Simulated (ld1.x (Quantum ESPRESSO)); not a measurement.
**tin (Sn): RRKJ pseudisation with PBE, non-relativistic reference atom.**

- Element: tin (Sn)
- Generator: ld1.x (Quantum ESPRESSO) 7.5
- Type: norm-conserving RRKJ (Kleinman–Bylander form)
- Functional: PBE
- Relativity: non-relativistic
- Frozen core: [Kr]
- Valence charge: 14
- Reference configuration: 4d10 5s2 5p2
- Partial waves: 5p (bound): rc 2.80 bohr; 4d (bound): rc 1.00 bohr; 5s (bound): rc 2.10 bohr
- Local potential: the s channel
- Core correction: none

All-electron outer shells of the reference configuration (PBE, non-relativistic, ld1.x):

```csv
shell,level (eV),outermost node (bohr),outermost maximum (bohr)
4s,-124.05,0.42,0.77
4p,-87.55,0.41,0.80
4d,-27.28,0.39,0.88
5s,-9.81,1.02,2.09
5p,-3.77,1.10,2.59
```

What the tests gave:

- Cutoffs needed: 180 Ry and 260 Ry (the cutoffs (Ry, on a coarse ladder) from which the occupation-weighted sum of valence levels, in a spherical-Bessel basis at the reference potential, stays within 10 and 1 mRy of its value at 400 Ry)
- Ghost test: no extra level below or beside the all-electron valence levels (p, d, s, f tested) (spherical-Bessel basis up to 400 Ry, 20 bohr box)
- Largest excitation error: -360 meV (all-electron minus pseudo) for 4d9 5s2 5p2, out of 7 test configurations

Generation and tests took about 1 s on one core of a shared server CPU.
